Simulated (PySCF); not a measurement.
# W: electron affinity

W⁻ [Xe] 4f14 5d5 6s2 (6S) → W [Xe] 4f14 5d4 6s2 (5D), as a difference of total energies. All numbers are calculated (PySCF 2.14, scalar relativity through the core potential, in def2-TZVPPD with the def2 core potential (60 electrons) (6s5p3d2f1g, 59 functions)). Correlated levels: valence and next inner shell: nothing frozen outside the core potential. The calculations carry no spin-orbit coupling.

```csv
method,electron affinity (eV)
UHF,0.335
MP2 (valence and next inner shell),1.143
SCS-MP2 (valence and next inner shell),0.709
CCSD (valence and next inner shell),1.063
CCSD(T) (valence and next inner shell),1.144
```

**Question.** How much does correlation contribute at CCSD(T) (valence and next inner shell)?

**Answer.** 1.144 − (0.335) = 0.809 eV, measured against UHF.

The reference lies between the lowest fine-structure levels, while these numbers refer to the centres of the terms.

Errors of the correlated levels include the incompleteness of this basis.

For comparison: 0.817 eV (measured; photodetachment measurements, as compiled on the Wikipedia data page of electron affinities).
